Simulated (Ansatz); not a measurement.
Consider the redistribution: `CB(Cl)[SiH2]O` + `C[O][GaH][CH3]` → `CB[SiH2]O` + `C[O][Ga]([CH3])[Cl]`.

Program: Ansatz. Geometries: PBE0-D4/def2-TZVP. ΔE: electronic, gas phase. CCSD(T)/CBS is the MP2 limit (def2-TZVPP, def2-QZVPP) plus CCSD(T) − MP2 in def2-TZVPP, frozen cores. Functionals use def2-TZVPP. For Ga outer-core shells are correlated without core-valence functions, which leaves a few kJ/mol of doubt a bond. Scalar relativity is left out up to krypton. Each species was taken in one conformer, which may not be the lowest.

```csv
species,PBE energy (Eh)
`CB(Cl)[SiH2]O`,-891.11920
`C[O][GaH][CH3]`,-2080.08577
`CB[SiH2]O`,-431.62527
`C[O][Ga]([CH3])[Cl]`,-2539.58511
```

Task: Work out ΔE.

Result: ΔE = (-431.62527) + (-2539.58511) − (-891.11920) − (-2080.08577) = -0.00541 Eh = -14.2 kJ/mol. CCSD(T)/CBS gives -22.2 kJ/mol.

Largest T1 diagnostic among the species: 0.014.

In def2-TZVPP, CCSD(T) changes the Hartree–Fock value by +20.3 kJ/mol (the triples alone add +3.4 kJ/mol) and MP2 by +21.3 kJ/mol. From PBE to PBE0 (25 % exact exchange), in def2-TZVPP and without D4, ΔE moves by −6.0 kJ/mol.
